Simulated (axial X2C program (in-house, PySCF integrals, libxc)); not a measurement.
## Spin–orbit effects down a group: molecules with Rb, HF

Calculated with an in-house all-electron X2C program for linear molecules (integrals from PySCF), spin-free (one-electron X2C) or two-component (2c: spin–orbit coupling with atomic mean-field Coulomb and Gaunt terms, which also bring small scalar terms), in Dyall basis sets with cores contracted in-house; open shells are unrestricted.

Basis sets: Al dyall-v3z, B dyall-v3z, Ga dyall-cv3z, In dyall-cv3z, Rb dyall-cv3z.

```
molecule  spin-free state  Re (Å)  ωe (cm⁻¹)  De (eV)  2c state  Re 2c (Å)  ωe 2c (cm⁻¹)  De 2c (eV)
     RbB   M_S = 1, Λ = 1   3.040      254.7     0.27     Ω = 2      3.041         254.5        0.24
    RbAl   M_S = 1, Λ = 1   3.650      116.6     0.13     Ω = 2      3.652         116.4        0.12
    RbGa   M_S = 1, Λ = 1   3.644       77.9     0.10     Ω = 2      3.642          78.9         n/a
    RbIn   M_S = 1, Λ = 1   3.792       68.7     0.15     Ω = 0      3.937          69.4         n/a
```

Task: Work out the shifts from the spin-free to the two-component result.

Result: 

```json
{"molecule": "RbB", "2c state": "Ω = 2", "ΔRe (Å)": "0.001", "Δωe (cm⁻¹)": "-0.2", "ΔDe (eV)": "-0.03"}
{"molecule": "RbAl", "2c state": "Ω = 2", "ΔRe (Å)": "0.002", "Δωe (cm⁻¹)": "-0.2", "ΔDe (eV)": "-0.01"}
{"molecule": "RbGa", "2c state": "Ω = 2", "ΔRe (Å)": "-0.002", "Δωe (cm⁻¹)": "1.0", "ΔDe (eV)": "n/a"}
{"molecule": "RbIn", "2c state": "Ω = 0", "ΔRe (Å)": "other state", "Δωe (cm⁻¹)": "other state", "ΔDe (eV)": "n/a"}
```

Shifts of one unit in the last digit are rounding.

Each entry is the lowest single determinant of a limited PBE0 search at one distance. De goes to single-determinant-based atoms at the same level (for ions the charge split of lowest energy) and is withheld (n/a) where an atom does not fit its ground term or J level. Main or longest-lived isotopes. One determinant is a doubtful description, or other states lie close, for RbB, RbAl, RbGa, RbIn; these need not be ground states, and all values refer to the states named. Some open-shell Ω = 0 determinants are out of reach, so the Ω given for RbB, RbAl, RbGa need not be the lowest component. With several unpaired electrons the Ω given is that of one determinant, not necessarily of the lowest component. Some light 2c atoms are not at their ground J level, so De misses part of their lowering (0.04 eV or less). Where the atoms have a lower orbital projection than the molecule, De at mean-field level may be about a tenth of an eV too small. The lowest determinant changes configuration between the Hamiltonians for RbIn, so two states are compared there.
